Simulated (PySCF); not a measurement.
## BePb⁺ at PBE0

Level: PBE0. Be aug-cc-pVDZ, Pb aug-cc-pVDZ-PP with ECP60; scalar-relativistic core potentials (PySCF 2.14).

```json
{
  "state": "⁴Σ⁻ (quartet), unpaired electrons σ ↑, π ↑↑, a second solution, started from another occupation",
  "bond length": "232.0 pm",
  "harmonic wavenumber": "465 cm⁻¹",
  "force constant": "1.10 mdyn/Å",
  "rotational constant Be": "0.3627 cm⁻¹",
  "anharmonicity ωexe": "3.82 cm⁻¹",
  "vibration–rotation constant αe": "0.00380 cm⁻¹",
  "bond order (Mayer)": "1.54",
  "dipole moment (positive dipole points towards Pb; it is taken about the centre of mass and depends on that origin)": "-4.96 D"
}
```

Spin–orbit coupling is left out, which matters for elements this heavy, above all for dissociation energies.
